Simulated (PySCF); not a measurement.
H₂O₃S, SMILES O=[SH](=O)O. Atoms are numbered in the order given.

```xyz
6

O     -1.0935    -0.6938    -0.7500
S     -0.1904    -0.0114     0.1717
O     -0.0242     1.4477     0.2243
O      1.3128    -0.6805     0.0031
H     -0.4506    -0.4820     1.4525
H      1.9365     0.0778    -0.0186
```
Charge 0, spin multiplicity 1.

Coordinates come from a PBE-D3(BJ)/def2-SVP optimisation. The values are those of a single conformer.

Level of theory: PySCF with B3LYP/def2-TZVPD.

Computed frontier levels, gap, dipole moment and polarisability:
```
Property                                                                                                        Value
---------------------------------------------------------------------------------------------  ----------------------
highest occupied level                                                                                       -9.44 eV
lowest empty level                                                                                           -0.78 eV
orbital gap                                                                                                   8.66 eV
dipole moment                                                                                               0.598 e·Å
quadrupole, principal values (traceless, Buckingham form, about the centre of nuclear charge)  -7.79, -0.04, 7.83 D·Å
mean static polarisability                                                                       35.2 bohr³ (5.22 Å³)
polarisability, principal values                                                               31.9, 35.4, 38.4 bohr³
```
